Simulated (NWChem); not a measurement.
Species: SiNH4, doublet; SMILES [NH][SiH3]

```xyz
6

N      0.0846    -1.2415     0.2253
Si    -0.0159     0.5119     0.0416
H      0.6671    -1.6543    -0.5163
H     -0.8542     1.0841     1.1300
H     -0.6249     0.8565    -1.2850
H      1.3540     1.1196     0.1008
```
Atoms are numbered in this order, from 1.

Computed with NWChem. Spin-unrestricted. Geometry: optimised at PBE0/def2-SVP, spin-unrestricted. No stability test was run on the SCF state. Fermi-contact couplings, non-relativistic, static geometry.

Question: Estimate the computed values for PBE0/IGLO-II. Quantities: A(iso) 14N atom 1 (MHz); A(iso) 29Si atom 2 (MHz); A(iso) 1H atom 3 (MHz); A(iso) 1H atom 4 (MHz); A(iso) 1H atom 5 (MHz); A(iso) 1H atom 6 (MHz); <S²>.

Answer: 
```yaml
A(iso) 14N atom 1 (MHz): 21.6
A(iso) 29Si atom 2 (MHz): 52.0
A(iso) 1H atom 3 (MHz): -59.3
A(iso) 1H atom 4 (MHz): -4.1
A(iso) 1H atom 5 (MHz): 71.6
A(iso) 1H atom 6 (MHz): 69.8
"<S²>": 0.754
```
